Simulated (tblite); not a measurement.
Task: Give a GFN2-xTB geometry of `C=C[C@H]1C[Si@H](CCC)C1`.

Result: 
```
atom  x, y, z in Å
C1    -4.4843    0.2637   -0.3052
C2    -3.2072    0.4512   -0.5823
C3    -2.0869    0.2450    0.3757
C4    -1.0508   -0.7643   -0.1835
Si5    0.2083    0.6402   -0.4885
C6     1.9058    0.4947    0.3487
C7     2.7845   -0.5684   -0.3040
C8     4.1459   -0.6767    0.3730
C9    -1.1935    1.5070    0.4761
H10   -4.8090   -0.0616    0.6702
H11   -5.2608    0.4257   -1.0339
H12   -2.9018    0.7773   -1.5689
H13   -2.4870   -0.0627    1.3441
H14   -1.4219   -1.3160   -1.0443
H15   -0.7560   -1.4963    0.5663
H16    0.3476    1.0568   -1.8919
H17    2.4207    1.4552    0.3041
H18    1.7875    0.2547    1.4070
H19    2.2787   -1.5349   -0.2560
H20    2.9234   -0.3248   -1.3592
H21    4.6849    0.2653    0.2973
H22    4.7471   -1.4545   -0.0927
H23    4.0294   -0.9184    1.4275
H24   -0.9655    1.7623    1.5086
H25   -1.6499    2.3823    0.0209
```

Orientation and origin are arbitrary. Atoms count from 1 in this order. The 6 C–C bonds span 1.320 Å (C1=C2, drawn double) to 1.551 Å (C3–C4, drawn single), a spread of 0.231 Å. Si5 (SiH silicon) has angles from 76.7° to 117.9°. The 4-membered ring C3–C4–Si5–C9 has internal angles of 76.7° to 99.7°; it is slightly puckered (a soft mode that the optimisation may not have finished), 0.06 Å rms from its mean plane, widest ring torsion 10°. Of the pairs four or more bonds apart, Si5···H12 is among the closest relative to their van der Waals radii: 3.30 Å, 100 % of the sum of Bondi's values.

Bonds between heavy atoms (Å): C1=C2 1.320, C2–C3 1.488, C3–C4 1.551, C4–Si5 1.911, Si5–C6 1.898, C6–C7 1.526, C7–C8 1.524, Si5–C9 1.910, C3–C9 1.549.

The geometry is computed with GFN2-xTB (gas phase).

Point group: C1 (no symmetry element, even within 0.4 Å). Its GFN2-xTB frequencies are all real (lowest 24 cm⁻¹). One conformer, not necessarily the lowest (C1–C2–C3–C4 124°, C4–Si5–C6–C7 73°, Si5–C6–C7–C8 180°, C2–C3–C4–Si5 108°, C3–C4–Si5–C6 123°, C4–Si5–C9–C3 -8°, C2–C3–C9–Si5 -108°). 3 starts were optimised and ended at 0.00, 0.03 and 0.23 kcal/mol (GFN2-xTB); the lowest of these is shown.

The run took 1.9 s wall on one thread of an Arm Neoverse V1, shared host with 32 logical CPUs at a one-minute load of 15. These figures are those of the optimisation.
